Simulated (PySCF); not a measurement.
FGeH3: core ionisation energies

Species: GeFH3.
Geometry (PBE0-D3(BJ)/def2-SVP, Å), atoms numbered from 1 in this order:
```xyz
5
FGeH3 angstrom
Ge    -0.0004    0.0006   -0.0857
F      0.0090   -0.0133    1.6577
H      1.4687    0.0090   -0.5328
H     -0.7428    1.2765   -0.5084
H     -0.7343   -1.2728   -0.5307
```

Level of theory: PySCF 2.14.0, delta-SCF UKS SCAN, pcX-2 on the ionised atom, pcseg-1 elsewhere, spin-free X2C. These are vertical core ionisation energies against the vacuum level, from separate self-consistent calculations with and without the core hole.

Question: Give the core binding energies atom by atom.

Answer: 
```json
{"atom(s)": "F2", "environment": "fluorine bonded to Ge", "level": "F 1s", "binding energy (eV)": "691.48", "count": "1"}
```

Question: Express the binding energy of F 1s of F2 (atom 2) in atomic units and per mole.

Answer: 691.48 eV = 25.4114 Eh = 66718 kJ/mol.

No level of germanium is listed. Geometry: PBE0-D3(BJ)/def2-SVP; no solvent, vibrations or thermal averaging.
